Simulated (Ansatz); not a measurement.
`BC[SiH](O)F` and `O[SiH](F)I` differ in one atom or group.

Ansatz, PBE0-D4/def2-TZVP geometries, multiplicity 1. Each molecule was computed in one conformer, which needn't be the lowest.

Elements past krypton have def2 core potentials.  Spin–orbit coupling is left out; it splits and shifts lone-pair levels of the heavy atoms by tenths of an eV.

```csv
property,`BC[SiH](O)F`
LUMO energy (ωB97M-V/def2-TZVPP) / eV,0.43
LUMO energy (B3LYP/def2-TZVPP) / eV,-1.71
size of the dipole moment (B3LYP/def2-TZVPP) / D,1.49
HOMO–LUMO gap (PBE/def2-TZVPP) / eV,5.16
HOMO–LUMO gap (PBE0/def2-TZVPP) / eV,7.50
size of the dipole moment (PBE/def2-TZVPP) / D,1.39
```

Problem. Give the same properties after the change, and the shifts. (An estimate is asked.)

Solution. Computed: 
| property | `O[SiH](F)I` | shift |
| --- | --- | --- |
| LUMO energy (ωB97M-V/def2-TZVPP) / eV | 1.66 | 1.23 |
| LUMO energy (B3LYP/def2-TZVPP) / eV | -0.47 | 1.24 |
| size of the dipole moment (B3LYP/def2-TZVPP) / D | 1.16 | -0.33 |
| HOMO–LUMO gap (PBE/def2-TZVPP) / eV | 5.75 | 0.59 |
| HOMO–LUMO gap (PBE0/def2-TZVPP) / eV | 7.82 | 0.32 |
| size of the dipole moment (PBE/def2-TZVPP) / D | 1.16 | -0.23 |

With PBE0 the HOMO rises by 0.97 eV and the LUMO rises by 1.28 eV, so the gap widens by about 0.31 eV. PBE moves the HOMO by 0.78 eV and ωB97M-V by 1.07 eV. The zero-point energy changes by -123.2 kJ/mol with -15 modes. Dipoles are sizes alone; their direction can turn.

B3LYP here is the variant with VWN-RPA as its local correlation; programs differ in this.
